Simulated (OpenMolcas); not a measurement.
An OpenMolcas run meant for Hg (ANO-RCC-VDZ, DKH4; inactive shells 1s 2s 2p 3s 3p 3d 4s 4p 4d 4f 5s 5p 5d; intended active space 2 electrons in 4 orbitals (6s 6p)). One step of its input:

```
&CASPT2
Multistate=1 1
Frozen=15 19
IPEA=0.25
Imaginary=3.0
MaxIter=60
WThr=0.0 0.3 0.05
PrWF=0.5
NoMix
```

The run finished. Its levels beside those of a sound run (SS-CASPT2, IPEA 0.25 Eh, imaginary shift 0.1 Eh (closed shells correlated: 5d)), in cm⁻¹ above each run's lowest level:

```tsv
Level	This run	Usual run
6s² ¹S₀	0.0	0.0
6s 6p ³P°₀	32696	33658
6s 6p ³P°₁	34314	35269
6s 6p ³P°₂	37942	38904
6s 6p ¹P°₁	56116	56045
```

Task: Which setting is unsound, and how much does it matter here?

Result: The level shift is far above the usual 0.1 to 0.3 hartree and damps the second-order energy. Against the sound run the excited levels shown move by 740 cm-1 on average and by 960 cm-1 at most.

Some high roots are left out of the spin-orbit mixing, which shifts the levels that they would mix with. Spin-orbit splittings of 6p shells tend to come out small when the coupling is added on scalar orbitals. Only configurations of the active space appear.

° marks odd parity.
